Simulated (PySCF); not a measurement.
Compound: itaconyl chloride, C5H4Cl2O2.
Numbering: `[CH2:1]=[C:2]([CH2:3][C:4](=[O:5])[Cl:6])[C:7](=[O:8])[Cl:9]` (hydrogens: H10, H11 on C1; H12, H13 on C3)

Geometry (GFN2-xTB, Å), atoms numbered from 1 in this order:
```
atom  x, y, z in Å
C1    -1.5921   -0.9064   -0.4240
C2    -0.6440    0.0127   -0.2464
C3     0.8060   -0.2228   -0.5583
C4     1.6089   -0.3515    0.7079
O5     1.2187   -0.5957    1.7971
Cl6    3.3365   -0.1530    0.4021
C7    -1.0476    1.3094    0.3300
O8    -2.1513    1.6657    0.5851
Cl9    0.3130    2.3941    0.6569
H10   -1.3736   -1.8838   -0.8188
H11   -2.6169   -0.6928   -0.1707
H12    1.2156    0.5834   -1.1679
H13    0.9223   -1.1587   -1.1107
```

The closed-shell SCF was solved with PySCF and density fitting under several settings on one GFN2-xTB geometry (grid level 2 and gas phase unless stated).

| settings | basis functions | SCF cycles | E (Eh) | HOMO (eV) | LUMO (eV) | dipole (D) |
| --- | --- | --- | --- | --- | --- | --- |
| PBE0/pcSseg-1 | 187 | 15 | -1263.0126 | -8.80 | -2.59 | 4.19 |
| PBE0/def2-SVPD | 232 | 15 | -1262.5805 | -8.83 | -2.68 | 4.03 |
| BHandHLYP/aug-cc-pVDZ | 251 | 15 | -1263.6349 | -9.84 | -1.54 | 4.18 |

Estimate the rows for these settings: (1) PBE0/6-311G**; (2) LC-wPBE/aug-cc-pVDZ, IEF-PCM acetone.

```csv
settings,basis functions,SCF cycles,E (Eh),HOMO (eV),LUMO (eV),dipole (D)
PBE0/6-311G**,202,15,-1263.1902,-8.73,-2.52,4.24
"LC-wPBE/aug-cc-pVDZ, IEF-PCM acetone",251,15,-1263.3566,-11.17,-0.11,5.48
```

Over all rows, what range does the HOMO–LUMO gap span?

From 6.15 eV (PBE0/def2-SVPD) to 11.06 eV (LC-wPBE/aug-cc-pVDZ, IEF-PCM acetone). The functional of the narrowest has 25 % exact exchange, that of the widest range-separated exact exchange.

And the dipole moment?

From 4.03 D (PBE0/def2-SVPD) to 5.48 D (LC-wPBE/aug-cc-pVDZ, IEF-PCM acetone); the largest is 1.36 times the smallest, and the median is 4.19 D.

Compare two rows with the functional PBE0: PBE0/6-311G** and PBE0/pcSseg-1. Which energy is lower, and by how much?

PBE0/6-311G** (202 functions) lies 0.1776 Eh or 111 kcal/mol below PBE0/pcSseg-1 (187 functions).

Cycle counts include a coarse-grid stage where the run had one. All basis functions are spherical, in the Pople sets too. The structure is a single GFN2-xTB conformer; no vibrational corrections.
